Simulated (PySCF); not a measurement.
A run for PySCF: R-M06-2X/6-31G* on C2H6O (a complex).

```python
from pyscf import gto, scf, dft, mp
from pyscf.data.elements import chemcore

mol = gto.M(
    atom='''
    C    -0.02331446   -0.00315736    0.11219479
    H    -0.92380223   -0.61666894    0.13498743
    H     0.61089034   -0.24874705    0.96280025
    H     0.51752227   -0.19591626   -0.81338865
    H    -0.30088969    1.05004129    0.15171320
    C    -0.25731988    0.06781732    3.78620685
    O     0.84738811   -0.35211352    3.58120548
    H    -0.64738159    0.21162252    4.81217635
    H    -0.94452599    0.33378955    2.96079003
    ''',
    basis='6-31g*',
    cart=True,
    charge=0, spin=0, verbose=3, max_memory=1800)
mf = dft.RKS(mol, xc='m062x')
mf.conv_tol = 1e-8
mf.max_cycle = 100
mf.kernel()
if not mf.converged:
    mf = mf.newton().run(mf.mo_coeff, mf.mo_occ)
```

Output:

```
converged SCF energy = -154.930946812526
```

Self-consistency was reached.

Cost: very roughly 5 core-seconds.
